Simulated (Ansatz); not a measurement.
A thermochemical cycle in electronic energies (no zero-point or thermal terms), species as SMILES, kcal/mol. Structures are relaxed separately at B3LYP-D3(BJ)/def2-TZVP in Ansatz (a first-principles code). Correlated levels leave the core frozen unless marked. UHF or UKS for open shells. No spin-orbit coupling. Frozen are the shells of the preceding noble gas and the d and f shells that filled before the atom's block. Non-relativistic. CBS marks a two-point X^-3 extrapolation of the correlation energy; Hartree-Fock from the larger set. The bracket is a focal-point correction in the basis named. Anions need diffuse functions, of which def2-TZVPD holds fewer than the aug- sets.

| step | RI-MP2/CBS(aug-cc-pVTZ,aug-cc-pVQZ)+[CCSD(T)-MP2]/aug-cc-pVDZ (Ansatz) | wB97X-V/def2-TZVPD (Ansatz) |
|---|---|---|
| bond energy D: [F][GeH]([F])[F] [trifluorogermane] -> [F][Ge]([F])[F] + H atom | 94.1 | 91.3 |
| deprotonation energy A: [F][GeH]([F])[F] → [F][Ge-]([F])[F] + H+ | 326.3 | 322.0 |
| ionisation of the H atom at the same level, IE | 313.7 | 314.1 |

Find the electron affinity EA, positive where the anion is bound: [F][Ge]([F])[F] + e- → [F][Ge-]([F])[F].

Breaking the bond, ionising the H atom and attaching the electron to the radical add up to the deprotonation, A = D + IE - EA. At RI-MP2/CBS(aug-cc-pVTZ,aug-cc-pVQZ)+[CCSD(T)-MP2]/aug-cc-pVDZ: EA = D + IE - A = 94.1 + 313.7 - 326.3 = 81.5. At wB97X-V/def2-TZVPD: EA = D + IE - A = 91.3 + 314.1 - 322.0 = 83.4. The functional differs from the first level by -2.8 in D, +1.9 in EA and -4.3 in A; for EA and A the gap mixes functional and basis.
